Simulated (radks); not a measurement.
Species: I II. Configuration: [Kr] 4d10 5s2 5p4.

All-electron calculation, scalar-relativistic Kohn-Sham, SCAN, spin-unpolarised, spherical densities, finite nucleus; meta-GGA in the generalised Kohn-Sham scheme; Fermi nuclear charge, rms radius 4.75 fm. Program: a radial shooting solver on a logarithmic mesh with Libxc functionals.

Energy parts (Ry):
total: -14234.29479
kinetic: 14941.00764
electron-nucleus: -34403.07864
Hartree: 5591.34815
exchange-correlation: -363.57193

Orbitals (lengths in bohr, moments of r in powers of bohr):
[
 {"orbital": "1s", "occ.": "2", "eigenvalue (Ry)": "-2429.177", "<r>": "0.02723", "<1/r>": "56.83", "<r^4>": "2.646e-06"},
 {"orbital": "2s", "occ.": "2", "eigenvalue (Ry)": "-377.2306", "<r>": "0.1171", "<1/r>": "13.04", "<r^4>": "0.0004501"},
 {"orbital": "2p", "occ.": "6", "eigenvalue (Ry)": "-338.3710", "<r>": "0.1025", "<1/r>": "12.46", "<r^4>": "0.0003261"},
 {"orbital": "3s", "occ.": "2", "eigenvalue (Ry)": "-77.24799", "<r>": "0.3133", "<1/r>": "4.683", "<r^4>": "0.01917"},
 {"orbital": "3p", "occ.": "6", "eigenvalue (Ry)": "-64.54929", "<r>": "0.3117", "<1/r>": "4.444", "<r^4>": "0.02022"},
 {"orbital": "3d", "occ.": "10", "eigenvalue (Ry)": "-45.59765", "<r>": "0.2886", "<1/r>": "4.199", "<r^4>": "0.01778"},
 {"orbital": "4s", "occ.": "2", "eigenvalue (Ry)": "-14.32271", "<r>": "0.7407", "<1/r>": "1.879", "<r^4>": "0.5639"},
 {"orbital": "4p", "occ.": "6", "eigenvalue (Ry)": "-10.32205", "<r>": "0.7923", "<1/r>": "1.723", "<r^4>": "0.7788"},
 {"orbital": "4d", "occ.": "10", "eigenvalue (Ry)": "-4.47680", "<r>": "0.9209", "<1/r>": "1.441", "<r^4>": "1.702"},
 {"orbital": "5s", "occ.": "2", "eigenvalue (Ry)": "-1.97909", "<r>": "1.933", "<1/r>": "0.6727", "<r^4>": "26.96"},
 {"orbital": "5p", "occ.": "4", "eigenvalue (Ry)": "-1.14744", "<r>": "2.312", "<1/r>": "0.5554", "<r^4>": "58.19"}
]

The highest occupied level is 5p at -15.612 eV. The electron density at the nucleus is 2.569e+05 e/bohr^3 (large components only). The density falls to 0.001 e/bohr^3 at r = 4.18 bohr. Summed over all electrons, <r^2> = 50.22 bohr^2, which gives a Langevin (diamagnetic) susceptibility term of -39.8 x 10^-6 cm^3/mol.
